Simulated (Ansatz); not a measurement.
Basis sets compared for SiEt(NCO)3 (C₅H₅N₃O₃Si). Total charge 0; singlet. Geometry r2SCAN-D4/def2-SVP. Ansatz on 4 threads of Arm Neoverse V2 on a shared host; times are rough, and most runs start from earlier orbitals.

Cartesian coordinates in Å:
```
Si -0.4407 -0.2447 0.1597
C 1.1618 -0.6318 -0.6839
C 2.0767 0.5825 -0.8738
H 0.9183 -1.0991 -1.6556
H 1.6665 -1.4166 -0.0914
H 3.0140 0.3029 -1.3791
H 1.5903 1.3601 -1.4841
H 2.3452 1.0400 0.0918
N -1.3341 0.9066 -0.7409
C -1.9882 1.7463 -1.3002
O -2.6195 2.5608 -1.8568
N -0.1590 0.4072 1.7186
C -0.0294 0.9050 2.8054
O 0.1089 1.3849 3.8648
N -1.3979 -1.6519 0.3312
C -2.1125 -2.6074 0.4782
O -2.8004 -3.5447 0.6162
```

Binding counts from free atoms (Si triplet, C triplet, H doublet, N quartet, O triplet) in the same basis, without a counterpoise term.

```
           level  functions  energy (Eh)  HOMO (eV)  LUMO (eV)  binding per atom (eV)  wall time
       HF/STO-3G         69    -858.3358      -8.56       8.40                   3.16      0.4 s
 PBE-D4/def2-SVP        197    -871.8314      -7.20      -0.84                   5.30      2.7 s
PBE0-D4/def2-SVP        197    -871.8526      -8.68       0.09                   5.10      4.7 s
```

(1) Estimate the rows for HF/def2-TZVP, PBE-D4/def2-TZVP, PBE0-D4/def2-TZVP (with forces).

Answers

(1) 
| level | functions | energy (Eh) | HOMO (eV) | LUMO (eV) | binding per atom (eV) | wall time |
| --- | --- | --- | --- | --- | --- | --- |
| HF/def2-TZVP | 408 | -869.5579 | -12.19 | 2.81 | 3.35 | 11 s |
| PBE-D4/def2-TZVP | 408 | -872.6036 | -7.39 | -1.09 | 5.25 | 6 s |
| PBE0-D4/def2-TZVP (with forces) | 408 | -872.6209 | -8.80 | -0.11 | 5.05 | 20 s |
